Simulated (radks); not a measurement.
The numbers below are computed, except where a source is named.
Neutral dysprosium inside a hard spherical wall (all orbitals vanish at R), configuration held at [Xe] 4f10 6s2 and not refilled when levels cross. Level of theory: scalar-relativistic Kohn-Sham, LDA (Slater exchange, VWN5 correlation), spin-polarised, spherical densities, finite nucleus; open shells are filled with parallel spins first (spin-orbit coupling, left out, can overturn this in heavy ions); Fermi nuclear charge, rms radius 5.2218 fm (a radial shooting solver on a logarithmic mesh with Libxc functionals). Eigenvalues in eV for spin up, with the zero of energy where the potential of the charges vanishes at infinity; a dash marks a level that is unbound or too diffuse for the functional's potential to be trusted. A positive occupied level is held by the wall or, in an anion where self-interaction has pushed it up, behind a barrier. The pressure on the wall is -dE/dV.

| R (bohr) | E (hartree) | kinetic (hartree) | e(5s) | e(5p) | e(4f) | e(6s) | e(5d, empty) | e(6p, empty) | pressure (GPa) |
|---|---|---|---|---|---|---|---|---|---|
| free | -12148.4106 | 13100.736 | -49.801 | -26.035 | -4.528 | -3.953 | -1.471 | -1.229 | 0 |
| 20 | -12148.4106 | 13100.736 | -49.801 | -26.035 | -4.527 | -3.953 | -1.471 | -1.228 | < 0.0001 |
| 15 | -12148.4106 | 13100.737 | -49.799 | -26.033 | -4.525 | -3.951 | -1.468 | -1.215 | 0.000149 |
| 8 | -12148.3949 | 13100.844 | -49.166 | -25.410 | -3.902 | -3.384 | -0.855 | -0.014 | 0.545 |
| 5 | -12148.1291 | 13101.953 | -45.826 | -22.213 | -0.488 | 1.776 | 2.883 | 8.170 | 27.1 |
| 4 | -12147.5609 | 13104.108 | -42.240 | -18.821 | 3.475 | 10.354 | 7.627 | 20.273 | 150 |
| 3.5 | -12146.8012 | 13106.994 | -38.739 | -15.381 | 7.572 | 20.350 | 12.607 | 33.392 | 417 |
| 3 | -12145.0779 | 13113.429 | -32.519 | -8.874 | 15.082 | 40.215 | 21.940 | 57.920 | 1350 |
| 2.5 | -12140.6670 | 13129.043 | -20.098 | 5.100 | 29.773 | 83.220 | 41.390 | 107.94 | 5270 |
